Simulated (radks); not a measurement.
The numbers below are computed, except where a source is named.
How relativity changes the ionisation of the zinc ion Zn2+ ([Ar] 3d10) to Zn3+ ([Ar] 3d9). Spin-unpolarised spherical Kohn-Sham, PBE, point nucleus unless stated (finite: rms radius 3.9283 fm), a radial shooting solver on a logarithmic mesh with Libxc functionals. A level marked "c x" has the speed of light scaled by that factor and shares open shells by 2j + 1; other Dirac levels either fill j = l - 1/2 first or share by 2j + 1.

level                               E(Zn2+) (hartree)  E(Zn3+) (hartree)  IE (eV)   HOMO  <r> HOMO (bohr)
non-rel.                                  -1778.16302        -1776.66282   40.822     3d           0.8760
scalar-rel.                               -1794.97762        -1793.48803   40.534     3d           0.8803
scalar-rel., finite nucleus               -1794.96883        -1793.47924   40.534     3d           0.8803
Dirac, 2j+1 shares                        -1795.04297        -1793.55339   40.534  3d5/2           0.8830
Dirac, low j first                        -1795.04297        -1793.55920   40.375  3d5/2           0.8830
Dirac, 2j+1 shares, finite nucleus        -1795.03417        -1793.54459   40.534  3d5/2           0.8830
Dirac, c x 0.75                           -1808.74735        -1807.26579   40.315  3d5/2           0.8886
Dirac, c x 1.25                           -1788.87365        -1787.38028   40.637  3d5/2           0.8804
Dirac, c x 10                             -1778.32791        -1776.82783   40.819  3d5/2           0.8760

NIST Atomic Spectra Database: 39.723 eV (measured). The relativistic part of the total energy of Zn2+ is -16.87 hartree (Dirac, 2j+1 shares, finite nucleus), 0.95 % of the non-relativistic value. Spin polarisation and multiplet splitting of open shells are left out at every level.

Beside tabulated values, note that spin-unpolarised runs miss the spin-polarisation part of the exchange energy of open shells.
